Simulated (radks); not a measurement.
Q: These are the eigenvalues of the occupied orbitals of an atom or ion with whole-number occupations (eV). Calculated with a radial shooting solver on a logarithmic mesh with Libxc functionals: scalar-relativistic Kohn-Sham, LDA (Slater exchange, Perdew-Wang correlation), spin-polarised, spherical densities, finite nucleus; Fermi nuclear charge, rms radius of each element as measured or else 0.836 A^(1/3) + 0.57 fm.

1s up: -23042.80
1s down: -23042.56
2s up: -3370.412
2s down: -3369.708
2p up: -3026.354
2p down: -3025.709
3s up: -629.2591
3s down: -628.6055
3p up: -516.1377
3p down: -515.4253
3d up: -334.6260
3d down: -333.7730
4s up: -115.4052
4s down: -112.0808
4p up: -82.8514
4p down: -79.5279
4d up: -35.9114
4d down: -32.9019
4f up: -6.6068

Which element is it, and in what charge state? The configuration may be excited. Open shells, if any, are filled with parallel spins first.

A: Z = 45, rhodium, charge +2: Rh2+ in [Ar] 3d10 4s2 4p5 4d7 4f1. The list shows which subshells hold electrons but not how many an open one holds; the 1s level, -846.81 hartree, gives Z - s = 41.2 by -(Z - s)^2/2, which with screening and relativity narrows Z to a few neighbours, and the depths of the outer levels then fix element, charge and occupations together.
